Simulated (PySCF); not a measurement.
Cartesian coordinates (Å):
```xyz
17

W     -0.0550    -0.0662     0.0222
O     -0.8536    -1.8530     0.1218
H     -0.9011    -2.2791    -0.7559
O      0.7437     1.7201    -0.0763
H      0.7925     2.1461     0.8013
N      1.7652    -0.8631     0.3123
H      1.9517    -1.8562     0.4910
H      2.6463    -0.3371     0.3036
N     -0.2965     0.1097     2.0204
H     -1.1587     0.4218     2.4796
H      0.3633    -0.2433     2.7217
N      0.1842    -0.2465    -1.9759
H     -0.4763     0.1047    -2.6774
H      1.0452    -0.5616    -2.4353
N     -1.8746     0.7322    -0.2676
H     -2.7563     0.2073    -0.2602
H     -2.0597     1.7253    -0.4484
```
Charge 0, spin multiplicity 1.

**Question.** What is the computed dipole moment, charge on the central atom (Mulliken), HOMO–LUMO gap, total energy and LUMO (TPSSh-D3(BJ)/def2-TZVP // PBE-D3(BJ)/def2-SVP in PySCF 2.14.0)?

**Answer.** 
| Property | Result |
|---|---|
| dipole moment | 0.00 D |
| charge on the central atom (Mulliken) | 1.27 e |
| HOMO–LUMO gap | 3.56 eV |
| total energy | -442.9048 Ha |
| LUMO | -2.35 eV |
